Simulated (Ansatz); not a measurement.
The same path of F₄H₃NZr (9 atoms, charge 0, multiplicity 1) was run 3 times with different band settings.

Computed with RKS CAM-B3LYP-D4/def2-SVP (Ansatz 0.2.0).

Relaxed end points:

```xyz
9
Properties=species:S:1:pos:R:3
Zr -0.043 0.016 0.100
F 0.429 -0.187 1.947
F 1.696 0.043 -0.691
F -0.690 1.736 -0.447
F -0.790 -1.515 -0.779
N -2.273 -0.019 1.113
H -2.843 -0.778 0.736
H -2.777 0.854 0.944
H -2.220 -0.150 2.125
```

```xyz
9
Properties=species:S:1:pos:R:3
Zr -0.042 0.015 0.099
F 0.413 -0.451 1.902
F 1.697 0.045 -0.691
F -0.591 1.824 -0.217
F -0.876 -1.343 -0.965
N -2.267 -0.019 1.111
H -2.630 -0.969 1.209
H -2.947 0.502 0.554
H -2.269 0.397 2.044
```

Common settings: spring 5.0 eV/Å²; optimiser quadratic models (default); force threshold 0.05 eV/Å; iteration limit 60; end points relaxed.

| run | movable images | climbing image | start path |
| --- | --- | --- | --- |
| 1 | 5 | yes | through a guess of the saddle point |
| 2 | 8 | no | through a guess of the saddle point |
| 3 | 5 | yes | straight line |

Problem. What does each run give, and how far can it be trusted?

Solution. Run 1: converged after 16 iterations, highest image 0.000 eV above the first end. The highest image is an end point: on this band no image between the ends rises above it. A vibrational analysis next to that end finds imaginary modes (43i cm⁻¹), so it isn't a minimum.
Run 2: converged after 13 iterations, highest image 0.000 eV above the first end. The top lies less than 8 meV above the higher end, about what the thresholds resolve: the motion is nearly free. No image climbed, so the highest image needn't sit at the top of the path.
Run 3: converged after 4 iterations, highest image 0.000 eV above the first end. The top lies less than 8 meV above the higher end, about what the thresholds resolve: the motion is nearly free. The order of the point at the top wasn't checked.
